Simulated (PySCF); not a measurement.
C₆ coefficients of unlike pairs at UHF

Calculated with PySCF 2.14 from the dipole response of each species, C₆(A,B) = (3/π) ∫ α_A(iu) α_B(iu) du, in atomic units, from isotropic polarisabilities. For ions this is the dispersion term alone; charge-induced terms of lower order in 1/R come first.

```
species      configuration                                                                           basis     relativity  α (bohr³)  C₆ (like pair)
     Ne          [Ne] (1S)                                                         aug-cc-pVDZ-DK (4s3p2d)  spin-free X2C      1.834           4.125
    Be⁺      [He] 2s1 (2S)                                                    aug-cc-pCVQZ-DK (9s8p6d4f2g)  spin-free X2C      24.91           71.03
      O  [He] 2s2 2p4 (3P)                                                         dyall-acv3z (15s9p4d2f)           none      4.574           13.38
   Mo³⁺      [Kr] 4d3 (4F)  x2c-TZVPPall with one added diffuse shell each of s, p, d, f type (9s7p7d3f1g)  spin-free X2C      5.366           23.98
```

(1) Estimate C₆ for Mo³⁺ with O.

No spin-orbit coupling is included.

The other pairs:

| pair | C₆ |
| --- | --- |
| O, Be⁺ | 22.59 |
| O, Ne | 7.092 |
| Be⁺, Ne | 9.946 |
| Mo³⁺, Ne | 9.795 |
| Mo³⁺, Be⁺ | 27.61 |

Answers

(1) The integral gives 17.76. The combination rule 2 C_A C_B / (C_A α_B/α_A + C_B α_A/α_B) gives 17.76 and the geometric mean 17.91.
